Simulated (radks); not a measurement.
Values are calculated unless marked as measured or tabulated.
Ionisation of neutral erbium, [Xe] 4f12 6s2, to Er+, [Xe] 4f12 6s1, under several functionals. Scalar-relativistic Kohn-Sham, spin-polarised, spherical densities, point nucleus; open shells are filled with parallel spins first (spin-orbit coupling, left out, can overturn this in heavy ions); a radial shooting solver on a logarithmic mesh with Libxc functionals.

exchange-only B88: E(Er) (hartree) -13083.6537; Exc (hartree) -274.8564; IE (eV) 5.428; -e(HOMO) (eV) 1.282; <r> HOMO (bohr) 0.8538; IE error (eV) -0.679
RPBE: E(Er) (hartree) -13086.8392; Exc (hartree) -278.1056; IE (eV) 6.098; -e(HOMO) (eV) 2.315; <r> HOMO (bohr) 0.8465; IE error (eV) -0.010
revPBE: E(Er) (hartree) -13086.7132; Exc (hartree) -277.9788; IE (eV) 6.064; -e(HOMO) (eV) 2.312; <r> HOMO (bohr) 0.8466; IE error (eV) -0.044
Wu-Cohen GGA: E(Er) (hartree) -13085.3668; Exc (hartree) -276.6259; IE (eV) 6.054; -e(HOMO) (eV) 2.384; <r> HOMO (bohr) 0.8466; IE error (eV) -0.054
PBEsol: E(Er) (hartree) -13082.2077; Exc (hartree) -273.4592; IE (eV) 6.125; -e(HOMO) (eV) 2.395; <r> HOMO (bohr) 0.8465; IE error (eV) +0.017
PW91: E(Er) (hartree) -13087.8309; Exc (hartree) -279.1013; IE (eV) 6.186; -e(HOMO) (eV) 2.409; <r> HOMO (bohr) 0.8465; IE error (eV) +0.079

NIST Atomic Spectra Database: 6.108 eV (measured). Closest: RPBE. The Delta-SCF values span 0.76 eV, the total energies 5.62 hartree. The highest occupied level is 4f. Open shells are spherical and high-spin; term and fine-structure splittings are not resolved. Spin-orbit splitting is averaged out at the scalar-relativistic level.
